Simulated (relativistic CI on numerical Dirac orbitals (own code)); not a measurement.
## Radial parameters of Ru XXXV

Calculated at this level of theory: Dirac-Coulomb-Breit CI, separate exchange-only KLI orbitals for each configuration, QED by a radiative potential, unscaled Slater integrals (own radial code, finite nucleus).

Slater integrals F^k, G^k are unscaled and averaged over j, outside the closed core 1s2; ζ comes from projecting the Hamiltonian with its Breit term on Σ l·s of the shell.

- 2s²2p⁵3s: ζ(2p) = 722220, G^1(2p,3s) = 78987 cm⁻¹; <r>(2p) = 0.1227, <r^2>(2p) = 0.01827, <r>(3s) = 0.3401, <r^2>(3s) = 0.1316 (bohr units).
- 2s²2p⁵3p: ζ(2p) = 721820, F^2(2p,3p) = 206490, G^0(2p,3p) = 81661, G^2(2p,3p) = 90177, ζ(3p) = 186350 cm⁻¹; <r>(2p) = 0.1228, <r^2>(2p) = 0.0183, <r>(3p) = 0.3278, <r^2>(3p) = 0.1239 (bohr units).
- 2s²2p⁵3d: ζ(2p) = 722580, F^2(2p,3d) = 273430, G^1(2p,3d) = 258860, G^3(2p,3d) = 149740, ζ(3d) = 24904 cm⁻¹; <r>(2p) = 0.1228, <r^2>(2p) = 0.01831, <r>(3d) = 0.2869, <r^2>(3d) = 0.09466 (bohr units).

Averages of the first 10 configurations, taken without configuration mixing, which lowers the lowest level and can move excited configurations by several eV; other configurations of the list can lie among them:

| Configuration | Parity | States | Average energy above the lowest level (eV) |
| --- | --- | --- | --- |
| 2s²2p⁶ | even | 1 | 0.0 |
| 2s²2p⁵3s | odd | 12 | 2693.7 |
| 2s²2p⁵3p | even | 36 | 2787.6 |
| 2s²2p⁵3d | odd | 60 | 2892.5 |
| 2s2p⁶3s | even | 4 | 3023.1 |
| 2s2p⁶3p | odd | 12 | 3114.5 |
| 2s2p⁶3d | even | 20 | 3219.0 |
| 2s²2p⁵4s | odd | 12 | 3652.8 |
| 2s²2p⁵4p | even | 36 | 3691.3 |
| 2s²2p⁵4d | odd | 60 | 3731.5 |
